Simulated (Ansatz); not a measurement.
**Ligand exchange: C5H10 + CH4O2Sn → C4H8O + C2H6OSn**

Species: C5H10 (1-pentene) `C=CCCC`, singlet; CH4O2Sn `C[O][Sn][OH]`, singlet; C4H8O (3-buten-1-ol) `C=CCCO`, singlet; C2H6OSn `C[O][Sn][CH3]`, singlet. The partners trade CH3 for OH: C–CH3 and Sn–OH bonds give way to C–OH and Sn–CH3.

Shapes, held fixed at every level: PBE0-D4/def2-TZVP. Flexible molecules stand in one conformer, not always the lowest. Programs: Ansatz 0.2.0. Electronic energies: no zero-point or thermal term.

| level | kind | ΔE (kJ/mol) | less CCSD(T)/def2-TZVPP | CPU time (sum over the molecules) |
| --- | --- | --- | --- | --- |
| r2SCAN-D4/def2-TZVPP | meta-GGA | +145.8 | +5.1 | 58 s |
| B3LYP-D4/def2-TZVPP | global hybrid | +145.0 | +4.3 | 63 s |
| PBE0-D4/def2-TZVPP | global hybrid | +139.0 | -1.7 | 40 s |
| wB97M-V/def2-TZVPP | range-separated hybrid | +142.7 | +2.0 | 2.3 min |
| B2PLYP/def2-TZVPP | double hybrid | +148.8 | +8.1 | 76 s |
| MP2/def2-TZVPP | perturbation theory | +150.3 | +9.6 | – |
| CCSD/def2-TZVPP | coupled cluster or CI | +140.7 | 0.0 | – |
| CCSD(T)/def2-TZVPP | coupled cluster or CI | +140.7 | 0.0 | 47 min |

The highest level, CCSD(T)/def2-TZVPP, gives ΔE = +140.7 kJ/mol; the levels span +139.0 to +150.3. The column of differences is taken from that level and isn't an error. No measured value is set beside it here. For atoms past krypton def2 sets carry core potentials with scalar relativity. Correlated rows may include outer-core shells of Sn, which these sets cover unevenly. Times are processor times on shared x86 and Arm servers, and rough.
